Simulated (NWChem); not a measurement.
Species: Si2NH7O; SMILES N[SiH2]O[SiH3]

```xyz
11

Si     0.2072     1.9683    -0.0503
O     -0.3364     0.4545     0.3044
Si    -0.5413    -1.1460    -0.0823
N      0.8518    -2.1529     0.0357
H      0.1625     2.2281    -1.5168
H     -0.6472     2.9687     0.6393
H      1.6118     2.1419     0.4111
H     -1.5425    -1.6675     0.8750
H     -0.9951    -1.2313    -1.4935
H      1.2504    -2.3829     0.9381
H      1.5661    -2.1341    -0.6822
```
Atoms are numbered in this order, from 1.

Program: NWChem. Coordinates come from a B3LYP/6-31G* (spherical d) optimisation. Hybrids' shares of exact exchange are those that their runs print; pure functionals count as 0. The functionals differ in more than this share.

```
row               share of exact exchange  orbital gap (eV)
----------------  -----------------------  ----------------
PBE/def2-TZVP                        0.00              5.72
BLYP/def2-TZVP                       0.00              5.70
B3LYP/def2-TZVP                      0.20              7.53
PBE0/def2-TZVP                       0.25              8.03
PW6B95/def2-TZVP                     0.28          withheld
```

Q: Fit a straight line of the last column on the one before it, predict the withheld value, and compare with the run.

A: 
1. Means of the 4 shown rows: x = 0.113, y = 6.745. Slope Σ(x − x̄)(y − ȳ)/Σ(x − x̄)² = 0.4782/0.05188 = 9.219; intercept 5.708.
2. The shown rows scatter about the line by 0.016 (root mean square); the largest residual is -0.02, at B3LYP/def2-TZVP.
3. At x = 0.28 (PW6B95/def2-TZVP; beyond the shown range) the line gives 8.29.
4. The run gives 8.14, -0.15 from the line.
